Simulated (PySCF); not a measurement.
**Variants of one PySCF input: Ge**

Base input, run as `OMP_NUM_THREADS=1 python input.py` with PySCF 2.14:

```python
from pyscf import gto, scf, mp

mol = gto.M(
    atom='Ge 0 0 0',
    basis='def2-svp',
    charge=0,
    spin=2,
    verbose=4,
)
mf = scf.UHF(mol)
mf.kernel()
mp.MP2(mf, frozen=9).kernel()
mf.dip_moment()
print('orbital energies (hartree):', [e[max(0, n-3):n+3].round(4) for e, n in zip(mf.mo_energy, mol.nelec)])
```

Base result: E(SCF) = -2075.058050 Eh, 8 cycles, E(MP2) − E(SCF) = -0.17141 Eh, ⟨S²⟩ = 2.009. No search for the lowest solution was made.

Run time: 1.5 s on 1 thread of Arm Neoverse N1 (shared host), peak memory 0.12 GiB.

Each row names what differs from the base; energies in brackets are changes from the base.

```tsv
change	result	wall time (s)
convergence threshold: default → 0.001 [unsound on purpose]	E(SCF) = -2075.058046 Eh (+0.0001 eV), 4 cycles, E(MP2) − E(SCF) = -0.17137 Eh, ⟨S²⟩ = 2.009	1.4
level shift (hartree): none → 1	E(SCF) = -2075.058050 Eh (+0.0000 eV), 16 cycles, E(MP2) − E(SCF) = -0.17141 Eh, ⟨S²⟩ = 2.009	1.5
electric field along z (a.u.): none → 0.2 [unsound on purpose] [may be another electronic state]	E(SCF) = -2075.519292 Eh (-12.5510 eV), 9 cycles, E(MP2) − E(SCF) = -0.15191 Eh, ⟨S²⟩ = 2.006	1.5
density fitting: none → auto	E(SCF) = -2075.058001 Eh (+0.0013 eV), 8 cycles, E(MP2) − E(SCF) = -0.17141 Eh, ⟨S²⟩ = 2.009	1.2
step after the SCF: mp2 → stability	E(SCF) = -2075.058050 Eh (+0.0000 eV), 8 cycles, ⟨S²⟩ = 2.009, internal stable; real -> complex stable; UHF/UKS -> GHF/GKS stable	1.7
spin (2S): 2 → 0	E(SCF) = -2074.995890 Eh (+1.6914 eV), 7 cycles, E(MP2) − E(SCF) = -0.18067 Eh	1.5
functional: none (Hartree–Fock) → pw6b95; SCF type: UHF → UKS; step after the SCF: mp2 → analyze	E(SCF) = -2077.653465 Eh, 7 cycles, ⟨S²⟩ = 2.002	2.9
step after the SCF: mp2 → tdhf; number of roots: default → 4	E(SCF) = -2075.058050 Eh (+0.0000 eV), 8 cycles, ⟨S²⟩ = 2.009, first excitations without spin–orbit coupling 0.00, 0.00, 4.22, 6.65 eV	9.4
basis set: def2-svp → crenbl; core potential: off → on; frozen orbitals: 9 → 0	E(SCF) = -93.694669 Eh, 8 cycles, E(MP2) − E(SCF) = -0.29508 Eh, ⟨S²⟩ = 2.001	1.3
frozen orbitals: 9 → 10	E(SCF) = -2075.058050 Eh (+0.0000 eV), 8 cycles, E(MP2) − E(SCF) = -0.12517 Eh, ⟨S²⟩ = 2.009	1.4
step after the SCF: mp2 → eomee; frozen orbitals: 9 → 0; number of roots: default → 4	E(SCF) = -2075.058050 Eh (+0.0000 eV), 8 cycles, E(CCSD) − E(SCF) = -0.20662 Eh, ⟨S²⟩ = 2.009, excitation roots 0.011, 0.011, 0.337, 0.337 eV	15
step after the SCF: mp2 → ccsd	E(SCF) = -2075.058050 Eh (+0.0000 eV), 8 cycles, E(CCSD) − E(SCF) = -0.17655 Eh, ⟨S²⟩ = 2.009	1.7
functional: none (Hartree–Fock) → revpbe; SCF type: UHF → UKS; step after the SCF: mp2 → analyze	E(SCF) = -2076.500942 Eh, 7 cycles, ⟨S²⟩ = 2.002	2.3
functional: none (Hartree–Fock) → bhandhlyp; SCF type: UHF → UKS; step after the SCF: mp2 → analyze	E(SCF) = -2076.642979 Eh, 7 cycles, ⟨S²⟩ = 2.003	2.3
density fitting: none → cc-pvdz-jkfit [this fitting set is unfit for the basis or for exact exchange; a fit set errs by some meV]	E(SCF) = -2074.524382 Eh (+14.5218 eV), 8 cycles, E(MP2) − E(SCF) = -0.18534 Eh, ⟨S²⟩ = 2.009	1.2
step after the SCF: mp2 → ccsd(t)	E(SCF) = -2075.058050 Eh (+0.0000 eV), 8 cycles, E(CCSD) − E(SCF) = -0.17655 Eh, (T) = -0.00447 Eh, ⟨S²⟩ = 2.009	2
spin-free X2C: off → on [basis contracted without relativity]	E(SCF) = -2092.194747 Eh, 8 cycles, E(MP2) − E(SCF) = -0.17105 Eh, ⟨S²⟩ = 2.009	1.5
charge: 0 → 2 [another spin of the ion may lie lower]	E(SCF) = -2074.001929 Eh (+28.7385 eV), 8 cycles, E(MP2) − E(SCF) = -0.12326 Eh, ⟨S²⟩ = 2.001	1.4
basis set: def2-svp → cc-pvtz	E(SCF) = -2075.361073 Eh (-8.2457 eV), 8 cycles, E(MP2) − E(SCF) = -0.11959 Eh, ⟨S²⟩ = 2.011	1.9
frozen orbitals: 9 → 0	E(SCF) = -2075.058050 Eh (+0.0000 eV), 8 cycles, E(MP2) − E(SCF) = -0.20750 Eh, ⟨S²⟩ = 2.009	1.4
point-group symmetry: off → on [ends in another solution than the base]	E(SCF) = -2075.054949 Eh (+0.0844 eV), 8 cycles, E(MP2) − E(SCF) = -0.17243 Eh, ⟨S²⟩ = 2.001	1.5
```
